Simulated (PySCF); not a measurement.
Zn(Et)2 (C₄H₁₀Zn), SMILES C[CH2][Zn][CH2]C.

Coordinates come from a B3LYP-D3(BJ)/def2-SVP optimisation. The isomer is the one that the SMILES or the coordinates give; other isomers of the formula were not compared. One conformer was computed; it need not be the lowest.

Calculation: IEF-PCM-PBE0/def2-SVP (PySCF 2.14.0).

The values are the electrostatic part of the solvation free energy, E(continuum) − E(gas) at the gas-phase geometry, in a cavity of scaled van der Waals radii (PySCF's table); cavitation and dispersion terms are not included. A continuum can't describe solvent molecules that bind to the metal. In vacuum the orbital gap is 6.85 eV. The dipole moment in vacuum is 0.15 D.

Question: Estimate the values in water (ε = 78.36), n-hexane (ε = 1.88), 2-propanol (ε = 19.26). (An estimate is asked for; the answer gives what the named calculation found.)

Answer: 
| solvent | ε | ΔG(elec) (kcal/mol) | dipole (D) | gap (eV) |
|---|---|---|---|---|
| water | 78.36 | -6.4 | 0.18 | 6.95 |
| n-hexane | 1.88 | -2.1 | 0.18 | 6.88 |
| 2-propanol | 19.26 | -5.9 | 0.19 | 6.94 |
